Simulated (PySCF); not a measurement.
Working out the ionisation energy of V²⁺

V²⁺ [Ar] 3d3 (4F) → V³⁺ [Ar] 3d2 (3F). Calculation: PySCF 2.14, in x2c-TZVPPall with one added diffuse shell each of s, p, d, f type (7s6p5d3f1g, 80 functions); the spin-free X2C one-electron Hamiltonian (Gaussian nucleus). Frozen: [Ne]. Energies in hartree (1 hartree = 27.21139 eV):

```csv
part,V²⁺ (lower),V³⁺ (upper)
UHF,-947.423044,-946.388225
CCSD correlation,-0.301057,-0.270453
(T),-0.005490,-0.004678
```

Q: What does Hartree-Fock give?

A: (-946.388225) − (-947.423044) = 1.034819 hartree = 28.159 eV.

Q: What do CCSD and CCSD(T) give?

A: The CCSD correlation energies differ by 0.030604 hartree = 0.833 eV and the triples by 0.000812 hartree = 0.022 eV, so CCSD gives 28.992 eV and CCSD(T) 29.014 eV.

Reference: 29.311 eV (measured; NIST Atomic Spectra Database, ionization energies), between the lowest levels; spin-orbit coupling is absent from the calculation.

What remains against the reference includes basis incompleteness, the frozen core and higher excitations.
